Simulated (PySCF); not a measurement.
SMILES C[CH]O[SiH](C)OCC, doublet, GFN2-xTB optimised geometry.

```
21

C      1.39     1.00    -2.12
C      1.72     0.32    -0.85
O      0.76    -0.08     0.00
Si    -0.87    -0.08     0.00
C     -1.67    -1.09    -1.40
O     -1.31    -0.86     1.34
C     -0.87    -0.68     2.66
C     -1.27    -1.88     3.51
H      2.29     1.15    -2.71
H      0.91     1.98    -1.95
H      0.67     0.41    -2.70
H      2.70     0.36    -0.42
H     -1.33     1.32     0.00
H     -1.65    -0.53    -2.33
H     -2.70    -1.32    -1.17
H     -1.15    -2.03    -1.56
H     -1.31     0.24     3.06
H      0.22    -0.56     2.66
H     -2.35    -1.99     3.49
H     -0.94    -1.74     4.53
H     -0.83    -2.78     3.11
```

Density from unrestricted B3LYP/def2-SVP (PySCF 2.14.0) at that geometry.

Minimum of the electron density along straight lines between bonded atoms, close to the bond critical point (lines longer than 1.1 times the sum of covalent radii, or with two minima, are not listed):

```json
[
 {"bond": "C1–C2", "length / Å": "1.477", "ρ at the minimum / e bohr⁻³": "0.267", "∇²ρ there / e bohr⁻⁵": "-0.64", "position (fraction from the first atom)": "0.49"},
 {"bond": "C2–O3", "length / Å": "1.344", "ρ at the minimum / e bohr⁻³": "0.278", "∇²ρ there / e bohr⁻⁵": "0.15", "position (fraction from the first atom)": "0.33"},
 {"bond": "O3–Si4", "length / Å": "1.635", "ρ at the minimum / e bohr⁻³": "0.123", "∇²ρ there / e bohr⁻⁵": "1.03", "position (fraction from the first atom)": "0.59"},
 {"bond": "Si4–C5", "length / Å": "1.894", "ρ at the minimum / e bohr⁻³": "0.115", "∇²ρ there / e bohr⁻⁵": "0.32", "position (fraction from the first atom)": "0.38"},
 {"bond": "Si4–O6", "length / Å": "1.613", "ρ at the minimum / e bohr⁻³": "0.133", "∇²ρ there / e bohr⁻⁵": "1.13", "position (fraction from the first atom)": "0.41"},
 {"bond": "O6–C7", "length / Å": "1.403", "ρ at the minimum / e bohr⁻³": "0.253", "∇²ρ there / e bohr⁻⁵": "-0.29", "position (fraction from the first atom)": "0.66"},
 {"bond": "C7–C8", "length / Å": "1.521", "ρ at the minimum / e bohr⁻³": "0.252", "∇²ρ there / e bohr⁻⁵": "-0.60", "position (fraction from the first atom)": "0.51"},
 {"bond": "C1–H9", "length / Å": "1.086", "ρ at the minimum / e bohr⁻³": "0.278", "∇²ρ there / e bohr⁻⁵": "-1.03", "position (fraction from the first atom)": "0.63"},
 {"bond": "C1–H10", "length / Å": "1.097", "ρ at the minimum / e bohr⁻³": "0.269", "∇²ρ there / e bohr⁻⁵": "-0.95", "position (fraction from the first atom)": "0.62"},
 {"bond": "C1–H11", "length / Å": "1.091", "ρ at the minimum / e bohr⁻³": "0.274", "∇²ρ there / e bohr⁻⁵": "-0.99", "position (fraction from the first atom)": "0.62"},
 {"bond": "C2–H12", "length / Å": "1.076", "ρ at the minimum / e bohr⁻³": "0.287", "∇²ρ there / e bohr⁻⁵": "-1.10", "position (fraction from the first atom)": "0.64"},
 {"bond": "Si4–H13", "length / Å": "1.470", "ρ at the minimum / e bohr⁻³": "0.118", "∇²ρ there / e bohr⁻⁵": "0.32", "position (fraction from the first atom)": "0.49"},
 {"bond": "C5–H14", "length / Å": "1.085", "ρ at the minimum / e bohr⁻³": "0.272", "∇²ρ there / e bohr⁻⁵": "-0.97", "position (fraction from the first atom)": "0.62"},
 {"bond": "C5–H15", "length / Å": "1.084", "ρ at the minimum / e bohr⁻³": "0.273", "∇²ρ there / e bohr⁻⁵": "-0.99", "position (fraction from the first atom)": "0.63"},
 {"bond": "C5–H16", "length / Å": "1.086", "ρ at the minimum / e bohr⁻³": "0.272", "∇²ρ there / e bohr⁻⁵": "-0.98", "position (fraction from the first atom)": "0.63"},
 {"bond": "C7–H17", "length / Å": "1.097", "ρ at the minimum / e bohr⁻³": "0.281", "∇²ρ there / e bohr⁻⁵": "-1.05", "position (fraction from the first atom)": "0.63"},
 {"bond": "C7–H18", "length / Å": "1.095", "ρ at the minimum / e bohr⁻³": "0.283", "∇²ρ there / e bohr⁻⁵": "-1.08", "position (fraction from the first atom)": "0.63"},
 {"bond": "C8–H19", "length / Å": "1.087", "ρ at the minimum / e bohr⁻³": "0.278", "∇²ρ there / e bohr⁻⁵": "-1.03", "position (fraction from the first atom)": "0.63"},
 {"bond": "C8–H20", "length / Å": "1.087", "ρ at the minimum / e bohr⁻³": "0.277", "∇²ρ there / e bohr⁻⁵": "-1.01", "position (fraction from the first atom)": "0.62"},
 {"bond": "C8–H21", "length / Å": "1.087", "ρ at the minimum / e bohr⁻³": "0.278", "∇²ρ there / e bohr⁻⁵": "-1.03", "position (fraction from the first atom)": "0.63"}
]
```
